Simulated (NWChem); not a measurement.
A series in which one site is exchanged, each optimised at PBE0/def2-SVP with NWChem, gas phase unless a solvent is named. All stand in one matching conformer (torsions within 35°), which need not be the lowest. For some, no frequency run checked for a minimum. def2 effective core potentials on Sn; no spin-orbit coupling.

A: [F][SnH]([F])[OH] (SnH2OF2; site = H)
B: [OH][Sn]([F])([F])[Br] (SnHOBrF2; site = Br)
C: [OH][Sn]([F])([F])[Cl] (SnHOClF2; site = Cl)

| quantity | A | B | C |
|---|---|---|---|
| dipole (D), PBE0/def2-SVP | 1.82 | ? | 1.53 |
| orbital gap (eV), PBE0/def2-SVP | 7.82 | ? | 6.94 |
| static polarisability, B3LYP/def2-SVPD (bohr³) | 40.8 | ? | 54.0 |
| lowest singlet excitation, B3LYP/def2-SVPD, TDA (eV) | 5.92 | ? | 5.04 |

What belongs in the gaps?


- dipole (D), PBE0/def2-SVP, B: 1.29
- orbital gap (eV), PBE0/def2-SVP, B: 6.42
- static polarisability, B3LYP/def2-SVPD (bohr³), B: 62.0
- lowest singlet excitation, B3LYP/def2-SVPD, TDA (eV), B: 4.60
